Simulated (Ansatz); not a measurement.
`C[NH][GaH][SH]` + `NC=O` → `[SH][GaH2]` + `CNC(N)=O`  (formal exchange of groups at a Ga–N bond)

Program: Ansatz. Geometries: PBE0-D4/def2-TZVP. ΔE: electronic, gas phase. CCSD(T)/CBS is the MP2 limit (def2-TZVPP, def2-QZVPP) plus CCSD(T) − MP2 in def2-TZVPP, frozen cores. This one scheme is used for every species. DFT in def2-TZVPP. For Ga outer-core shells are correlated without core-valence functions, which leaves a few kJ/mol of doubt a bond. Scalar relativity is left out up to krypton. Each species was taken in one conformer, which may not be the lowest.

(1) Is it downhill or uphill in electronic energy at CCSD(T)/CBS, and by how much? (Best estimate.)

(2) What do these levels give: PBE-D4, r2SCAN-D4, PBE0-D4, ωB97X-V, ωB97M-V, PBE0, MP2/def2-TZVPP, CCSD/def2-TZVPP, CCSD(T)/def2-TZVPP, HF/def2-QZVPP, MP2/def2-QZVPP, MP2/CBS(def2)? (Estimate.)

Largest T1 diagnostic among the species: 0.016.

Answers

(1) Computed: Uphill: ΔE = +28.0 kJ/mol.

(2) Ansatz gave: PBE-D4 17.8, r2SCAN-D4 15.2, PBE0-D4 12.4, ωB97X-V 14.2, ωB97M-V 14.8, PBE0 12.0, MP2/def2-TZVPP 29.8, CCSD/def2-TZVPP 23.9, CCSD(T)/def2-TZVPP 25.6, HF/def2-QZVPP 9.4, MP2/def2-QZVPP 31.4, MP2/CBS(def2) 32.2 kJ/mol.

In def2-TZVPP, CCSD(T) changes the Hartree–Fock value by +16.7 kJ/mol (the triples alone add +1.8 kJ/mol) and MP2 by +20.9 kJ/mol. From PBE to PBE0 (25 % exact exchange), in def2-TZVPP and without D4, ΔE moves by −5.5 kJ/mol.
